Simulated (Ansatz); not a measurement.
```yaml
crystal:
  periodic: [false, false, false]
  atoms:
    - {symbol: C, position_ang: [0.437912, 1.587112, -1.046253]}
    - {symbol: C, position_ang: [-0.698293, 0.596886, -1.214491]}
    - {symbol: O, position_ang: [-1.483605, 0.487984, -0.063326]}
    - {symbol: In, position_ang: [-0.964301, -0.638516, 1.505756]}
    - {symbol: C, position_ang: [0.825561, -1.771918, 1.195212]}
    - {symbol: H, position_ang: [0.048035, 2.562541, -0.746607]}
    - {symbol: H, position_ang: [0.999691, 1.707874, -1.977190]}
    - {symbol: H, position_ang: [1.137198, 1.248388, -0.274091]}
    - {symbol: H, position_ang: [-1.346260, 0.929349, -2.037559]}
    - {symbol: H, position_ang: [-0.282114, -0.375455, -1.527943]}
    - {symbol: H, position_ang: [-2.107583, -0.447794, 2.759944]}
    - {symbol: H, position_ang: [1.022381, -1.866807, 0.126999]}
    - {symbol: H, position_ang: [0.743562, -2.764137, 1.639473]}
    - {symbol: H, position_ang: [1.667825, -1.255518, 1.660086]}
basis:
  gaussian: {orbitals: def2-mTZVPP}
total_charge: -1
magnetization: {spin_polarized: true, initial_magnetization: 1}
hamiltonian: {xc: {name: SVWN5}}
output: {forces: true}
```

```sh
$ ansatz run in.yaml --threads 2 --pin off --events-out ev --progress --plain --max-ram 22528MiB --backend cpu
```

Shortened log:

```
Functional definition: SVWN5
1589 factors; their error is unknown
mean field evaluation 1: about -10412.7768 eV, gradient 5.3e1 eV
mean field evaluation 2: about -10373.7770 eV, gradient 1.0e2 eV
mean field evaluation 4: about -10425.7678 eV, gradient 1.0e1 eV
mean field evaluation 8: about -10426.1966 eV, gradient 3.5e-1 eV
mean field evaluation 16: about -10426.1685 eV, gradient 5.8e-4 eV
mean field -10426.16846316 eV, -383.1546239102 hartree, gradient 1.2e-5 eV, S^2 0.751027; 3 other end points of the search recorded, 0 dependent functions left out
reference -10426.16852065 eV, -383.1546260231 hartree; 29, 28 occupied and 133, 134 virtual orbitals, 1589 factors
Total energy: -10426.16852065 eV, -383.1546260231 hartree
Atom 0 at     0.437912     1.587112    -1.046253 Å, force    -0.225134    -0.320505    -0.174348 eV/Å
Atom 1 at    -0.698293     0.596886    -1.214491 Å, force    -0.213997     0.197773     1.208223 eV/Å
Atom 2 at    -1.483605     0.487984    -0.063326 Å, force     0.040819     0.735321    -1.391638 eV/Å
Atom 3 at    -0.964301    -0.638516     1.505756 Å, force    -0.057745    -0.502956     0.879316 eV/Å
Atom 4 at     0.825561    -1.771918     1.195212 Å, force     0.237721     0.174167     0.135305 eV/Å
Atom 5 at     0.048035     2.562541    -0.746607 Å, force    -0.160303     0.292246     0.152232 eV/Å
Atom 6 at     0.999691     1.707874    -1.977190 Å, force     0.219586     0.060523    -0.371288 eV/Å
Atom 7 at     1.137198     1.248388    -0.274091 Å, force     0.101220    -0.123725     0.306429 eV/Å
Atom 8 at    -1.346260     0.929349    -2.037559 Å, force    -0.250180     0.173804    -0.395906 eV/Å
Atom 9 at    -0.282114    -0.375455    -1.527943 Å, force     0.190505    -0.430362    -0.118864 eV/Å
Atom 10 at    -2.107583    -0.447794     2.759944 Å, force     0.001881     0.007815     0.005239 eV/Å
Atom 11 at     1.022381    -1.866807     0.126999 Å, force     0.022240    -0.073900    -0.351808 eV/Å
Atom 12 at     0.743562    -2.764137     1.639473 Å, force    -0.105334    -0.286688     0.056691 eV/Å
Atom 13 at     1.667825    -1.255518     1.660086 Å, force     0.198720     0.096486     0.060417 eV/Å
Dipole moment:     0.551549     0.042653    -0.430294 e Å
```

Run time 4 s (2 threads of an AMD EPYC 7R13 on a shared host); peak host memory 0.53 GiB.
